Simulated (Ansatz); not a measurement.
Relaxation of AsBF₂H₅N (10 atoms, charge 0, multiplicity 1), to a largest force component of 0.03 eV/Å in at most 50 steps.

These are results of RKS PBE0/def2-SVP (Ansatz), not measurements.

```xyz
10
Properties=species:S:1:pos:R:3:forces:R:3
B -0.113 1.031 -0.987 2.51 -0.30 0.50
N 1.289 0.774 -0.637 -2.17 0.54 -0.72
F -0.785 0.174 -1.742 -0.01 0.02 0.00
F -0.720 2.131 -0.572 0.00 -0.03 -0.02
H -0.149 -0.351 0.808 0.13 0.01 0.08
As -1.393 -1.090 1.246 -0.28 -0.28 0.23
H 1.816 1.382 -0.024 -0.07 0.00 -0.06
H 1.762 -0.077 -0.909 -0.06 0.04 -0.01
H -1.047 -2.288 0.368 -0.01 0.01 0.01
H -0.660 -1.686 2.448 -0.05 0.00 -0.02
```

Where does it end, and by what steps?

The run converged. The force dipped under the threshold on the way, but the program's further checks kept it going. After 19 steps the energy has fallen by 0.212 eV; F4 moved furthest, 0.70 Å.

```tsv
step	energy less start (eV)	largest force component (eV/Å)	accepted
0	0.0000	2.514	yes
1	-0.1583	1.048	yes
2	-0.1866	0.283	yes
3	-0.1936	0.108	yes
4	-0.1966	0.067	yes
5	-0.1999	0.072	yes
6	-0.2002	0.055	yes
7	-0.2017	0.132	yes
8	-0.1950	0.583	no
9	-0.2063	0.010	yes
10	-0.2072	0.163	yes
11	-0.2087	0.087	yes
12	-0.2097	0.090	yes
13	-0.2104	0.052	yes
14	-0.2106	0.107	yes
15	-0.2109	0.044	yes
16	-0.2111	0.022	yes
17	-0.2113	0.017	yes
18	-0.2114	0.046	yes
19	-0.2115	0.012	yes
```

```xyz
10
Properties=species:S:1:pos:R:3
B 0.003 1.226 -1.123
N 1.323 0.947 -0.771
F -0.838 0.250 -1.461
F -0.464 2.470 -1.127
H -0.176 -0.600 1.362
As -1.495 -1.363 1.441
H 1.976 1.669 -0.505
H 1.693 0.007 -0.762
H -1.048 -2.356 0.375
H -0.974 -2.250 2.571
```

Time of the run: 50 s on 2 threads of AMD EPYC 9R14 (Zen 4), with other jobs on the host, peak memory 0.29 GiB.
